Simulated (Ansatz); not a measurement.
`CB(O)[SiH2][AlH2]` + HCl → `[AlH2][SiH2]Cl` + `CBO` at 400 K and 1 bar (cleavage of the Si–B bond).

Calculated with Ansatz (gas phase, PBE0-D4/def2-TZVP geometries, no zero-point term in ΔE). CCSD(T)/CBS adds triple-zeta CCSD(T) − MP2 to the extrapolated MP2 energy (def2 sets, frozen cores). This one scheme is used for every species. Each species was taken in one conformer, which may not be the lowest.

| species | CCSD(T)/CBS energy (Eh) | H − E (kJ/mol) | S (J/(mol·K)) |
| --- | --- | --- | --- |
| `CB(O)[SiH2][AlH2]` | -673.95954 | 268.7 | 451.8 |
| HCl | -460.38127 | 29.6 | 195.4 |
| `[AlH2][SiH2]Cl` | -993.29495 | 111.3 | 361.4 |
| `CBO` | -141.08489 | 189.7 | 293.8 |

H − E and S are ideal-gas, rigid-rotor, harmonic terms from PBE0-D4/def2-TZVP, for one conformer and one mirror image of each species. 1 Eh = 2625.50 kJ/mol, R = 8.31446 J/(mol·K).

Problem. By hand: ΔE, ΔH, ΔS and ΔG.

Solution. ΔE = (-993.29495) + (-141.08489) − (-673.95954) − (-460.38127) = -0.03903 Eh = -102.5 kJ/mol. Δ(H − E) = 111.3 + 189.7 − 268.7 − 29.6 = 2.7, so ΔH = -99.8 kJ/mol. ΔS = 361.4 + 293.8 − 451.8 − 195.4 = 8.0 J/(mol·K). ΔG = -99.8 − 400 × (8.0)/1000 = -103.0 kJ/mol.

Problem. By hand: the equilibrium constant, and the temperature at which ΔG would vanish if ΔH and ΔS stayed fixed.

Solution. log₁₀ K = −ΔG/(RT ln 10) = 13.5. ΔH and −TΔS have one sign here, so there is no such temperature.

The number of gas molecules stays the same, so ΔS is small and ΔH decides. A doubt of 5 kJ/mol in ΔE shifts log₁₀ K by 0.7 here. Other conformers and mirror images would add mixing entropy, several J/(mol·K) or more a flexible species. Modes under 60 cm⁻¹, often nearly free rotors, make the harmonic entropy too high. These are equilibria of isolated gas molecules and say nothing of rates. Largest T1 diagnostic: 0.014 (customary marks: 0.02 for closed shells, 0.045 for open ones).

ΔS is within the doubt of such terms, so its sign, and with it that verdict, could turn.
